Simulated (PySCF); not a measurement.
Li$_{2}$, singlet, at a GFN2-xTB geometry (such geometries of metal compounds can be far from the true shape). Base run: PBE/3-21G (PySCF).

Here is a job for PySCF.
```python
from pyscf import gto, scf, dft

mol = gto.M(
    atom='''
Li   -0.00000000   -0.00000000   -1.14955728
Li    0.00000000    0.00000000    1.14955728
''',
    basis='3-21g',
    verbose=4,
)

mf = dft.RKS(mol)
mf.xc = 'pbe'
mf.kernel()
```

Variants of this job, named by their change:

```csv
change,ΔE vs base (µEh),grid points,electrons on the grid
base,0.0,27448,6.00000
grids.level = 5,1.0,83152,6.00000
grids.radi_method = delley,0.4,23416,6.00002
small_rho_cutoff = 0,0.0,27448,6.00000
"grids.atom_grid = (150, 974)",0.9,149400,6.00000
grids.radi_method = gauss_chebyshev,0.0,24208,6.00000
grids.level = 4,0.8,54984,6.00000
"grids.atom_grid = (75, 302)",0.0,27448,6.00000
grids.level = 2,-0.4,21696,6.00000
"grids.atom_grid = (50, 194)",5.7,12608,5.99999
grids.level = 0,-5113,2152,6.00265
```
